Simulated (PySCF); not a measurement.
C₄H₉O, multiplicity 2. Atoms are numbered in the order given.

```xyz
14

C      0.6088     1.1581     0.7972
C      0.0075     0.0407     0.0044
C     -1.1841    -0.5727     0.7413
C      1.0575    -1.0285    -0.2992
O     -0.4042     0.5215    -1.2684
H      1.2751     1.8603     0.2885
H      0.5492     1.1837     1.8881
H     -0.8828    -1.0000     1.7099
H     -1.6324    -1.3685     0.1289
H     -1.9549     0.1905     0.9354
H      0.6107    -1.8137    -0.9289
H      1.8979    -0.5831    -0.8505
H      1.4387    -1.4852     0.6252
H     -1.0057     1.2581    -1.1117
```
Charge 0, spin multiplicity 2.

Coordinates come from a PBE0-D3(BJ)/def2-SVP optimisation. The isomer is the one that the SMILES or the coordinates give; other isomers of the formula were not compared. The values are those of a single conformer.

All values below come from PBE/def2-TZVP (PySCF).

ESP charges are fitted to the potential on shells at 1.4 to 2.0 van der Waals radii. Atomic charges (e):

| atom | ESP fit | Löwdin | meta-Löwdin | Mulliken spin |
|---|---|---|---|---|
| C1 | -0.73 | -0.14 | -0.29 | 1.05 |
| C2 | 0.99 | -0.52 | 0.25 | -0.06 |
| C3 | -0.73 | -0.28 | -0.36 | 0.00 |
| C4 | -0.63 | -0.26 | -0.34 | 0.02 |
| O5 | -0.68 | 0.04 | -0.53 | 0.02 |
| H6 | 0.21 | 0.12 | 0.12 | -0.04 |
| H7 | 0.22 | 0.11 | 0.12 | -0.04 |
| H8 | 0.18 | 0.13 | 0.11 | 0.00 |
| H9 | 0.17 | 0.13 | 0.12 | 0.00 |
| H10 | 0.16 | 0.12 | 0.11 | 0.00 |
| H11 | 0.16 | 0.13 | 0.12 | 0.02 |
| H12 | 0.17 | 0.13 | 0.12 | 0.00 |
| H13 | 0.15 | 0.13 | 0.12 | 0.00 |
| H14 | 0.38 | 0.17 | 0.33 | 0.01 |

Give the Mayer and Wiberg (Löwdin basis) orders of the bonds. (Estimate from the structure and the level; the computed values follow.)


```json
[
 {"bond": "C1–C2", "Mayer": "1.03", "Wiberg": "1.32"},
 {"bond": "C2–C3", "Mayer": "0.98", "Wiberg": "1.19"},
 {"bond": "C2–C4", "Mayer": "0.94", "Wiberg": "1.18"},
 {"bond": "C2–O5", "Mayer": "1.02", "Wiberg": "1.49"},
 {"bond": "C1–H6", "Mayer": "0.96", "Wiberg": "0.93"},
 {"bond": "C1–H7", "Mayer": "0.95", "Wiberg": "0.93"},
 {"bond": "C3–H8", "Mayer": "0.96", "Wiberg": "0.89"},
 {"bond": "C3–H9", "Mayer": "0.97", "Wiberg": "0.89"},
 {"bond": "C3–H10", "Mayer": "0.96", "Wiberg": "0.89"},
 {"bond": "C4–H11", "Mayer": "0.96", "Wiberg": "0.89"},
 {"bond": "C4–H12", "Mayer": "0.97", "Wiberg": "0.89"},
 {"bond": "C4–H13", "Mayer": "0.96", "Wiberg": "0.90"},
 {"bond": "O5–H14", "Mayer": "0.90", "Wiberg": "1.01"}
]
```
